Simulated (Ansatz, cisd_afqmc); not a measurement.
System: SnNH3, charge 0, singlet. SnNH3 (SMILES [NH2][SnH]).
B3LYP-D3(BJ)/def2-TZVP minimum from Ansatz (a program for electronic structure):
```xyz
5

Sn    -0.1177     0.1772     0.2444
H     -0.5205     1.3956    -1.0017
N      0.6629    -1.0610    -1.1601
H      0.7065    -0.8626    -2.1483
H      1.0600    -1.9638    -0.9471
```

Total energies in def2-SVP, 12 correlated electrons, 10 frozen orbitals. Open shells are spin-unrestricted; no spin-orbit coupling. Correlated methods leave the cores frozen (noble-gas shells, and filled d and f shells in the p block). Past Kr the def2 sets carry scalar-relativistic core potentials. AFQMC/CISD: phaseless, guided by CISD from CCSD amplitudes; bars are statistical, one sigma. Outlying blocks are dropped, and bars are widened where a walk drifts. Over all cases where full CI ran beside it in this data, AFQMC minus full CI had a median of +0.1 mEh and passed +0.4 mEh in a tenth of the cases. Spin-orbit terms, left out, reach several kcal/mol for Br and I, and more for heavier atoms.

```
method         program         energy (Eh)  minus CCSDTQ (mEh)
----------  ----------  ------------------  ------------------
HF              Ansatz          -269.48677              285.69
MP2             Ansatz          -269.73692               35.53
CCSD            Ansatz          -269.76283                9.63
CCSD(T)         Ansatz          -269.77102                1.44
CCSDT(Q)        Ansatz          -269.77259               -0.13
CCSDTQ          Ansatz          -269.77246                0.00
AFQMC/CISD  cisd_afqmc  -269.7722 ± 0.0004           0.3 ± 0.4
```

Rough core times of Ansatz's runs on a shared machine: CCSD(T) under 20 s, CCSDT(Q) under 20 s, CCSDTQ 20 min.
